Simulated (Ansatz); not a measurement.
Isolated molecules relaxed with PBE0-D4/def2-TZVP in Ansatz; ΔE leaves out vibrations. CCSD(T)/CBS adds triple-zeta CCSD(T) − MP2 to the extrapolated MP2 energy (def2 sets, frozen cores). This one scheme is used for every species. DFT in def2-TZVPP. HSE06 is defined as in plane-wave codes. For Ga outer-core shells are correlated without core-valence functions, which leaves a few kJ/mol of doubt a bond. Scalar relativity is left out up to krypton. One conformer a species, not always the lowest.

`[SiH3]N[SiH2][GaH2]` + HCl → `[SiH3]N[SiH2]Cl` + `[GaH3]`  (cleavage of the Si–Ga bond)

Q: Is it downhill or uphill in electronic energy at CCSD(T)/CBS, and by how much? (An estimate is asked.)

A: Computed: Downhill: ΔE = -20.4 kcal/mol.

Q: What do these levels give: revPBE-D4, r2SCAN0-D4, ωB97X-V, B2PLYP, PBE-QIDH, PBE0, r2SCANh, HSE06, LC-ωPBE, CCSD/def2-TZVPP, HF/def2-QZVPP, CCSD/CBS(def2)? (Best estimate.)

A: Ansatz gave: revPBE-D4 -17.9, r2SCAN0-D4 -21.3, ωB97X-V -22.4, B2PLYP -23.0, PBE-QIDH -21.2, PBE0 -19.8, r2SCANh -21.2, HSE06 -19.9, LC-ωPBE -21.5, CCSD/def2-TZVPP -21.2, HF/def2-QZVPP -30.5, CCSD/CBS(def2) -21.4 kcal/mol.

Largest T1 diagnostic among the species: 0.013.

Leaving LDA and LC-ωPBE aside and taking each functional with its dispersion term where it has one, the values, not all of them listed here, spread over 5.8 kcal/mol, from B2PLYP to PBE-D4. LDA lies +3.3 kcal/mol from PBE without D4. The D4 term adds +1.9 kcal/mol with B3LYP and +1.0 kcal/mol with PBE0; it sums over pairs of atoms, weighted by their polarisabilities, and B3LYP, whose exchange is more repulsive, gets the larger term.

B3LYP here is the variant with VWN-RPA as its local correlation; programs differ in this.
